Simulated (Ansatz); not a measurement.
`O[SiH](F)CCl` → `FCCl` + `O[SiH]` at 700 K and 1 bar (silylene formation by 1,1-elimination).

Gas-phase electronic energies from Ansatz, PBE0-D4/def2-TZVP geometries. CCSD(T)/CBS is the MP2 limit (def2-TZVPP, def2-QZVPP) plus CCSD(T) − MP2 in def2-TZVPP, frozen cores. This one scheme is used for every species. Each species was taken in one conformer, which may not be the lowest.

```tsv
species	CCSD(T)/CBS energy (Eh)	H − E (kJ/mol)	S (J/(mol·K))
`O[SiH](F)CCl`	-964.41263	217.1	452.2
`FCCl`	-598.81139	117.8	315.0
`O[SiH]`	-365.43832	87.6	287.3
```

H − E and S are ideal-gas, rigid-rotor, harmonic terms from PBE0-D4/def2-TZVP, for one conformer and one mirror image of each species. 1 Eh = 2625.50 kJ/mol, R = 8.31446 J/(mol·K).

By hand: ΔE, ΔH, ΔS and ΔG.

ΔE = (-598.81139) + (-365.43832) − (-964.41263) = 0.16292 Eh = 427.7 kJ/mol. Δ(H − E) = 117.8 + 87.6 − 217.1 = -11.7, so ΔH = 416.0 kJ/mol. ΔS = 315.0 + 287.3 − 452.2 = 150.1 J/(mol·K). ΔG = 416.0 − 700 × (150.1)/1000 = 310.9 kJ/mol.

By hand: the equilibrium constant, and the temperature at which ΔG would vanish if ΔH and ΔS stayed fixed.

log₁₀ K = −ΔG/(RT ln 10) = -23.2. ΔG = 0 at ΔH/ΔS = 2771 K, far beyond where these terms or the molecules hold.

The number of gas molecules changes by +1, which sets the sign of ΔS. A doubt of 5 kJ/mol in ΔE shifts log₁₀ K by 0.4 here. Other conformers and mirror images would add mixing entropy, several J/(mol·K) or more a flexible species. These are equilibria of isolated gas molecules and say nothing of rates. Largest T1 diagnostic: 0.016 (customary marks: 0.02 for closed shells, 0.045 for open ones).
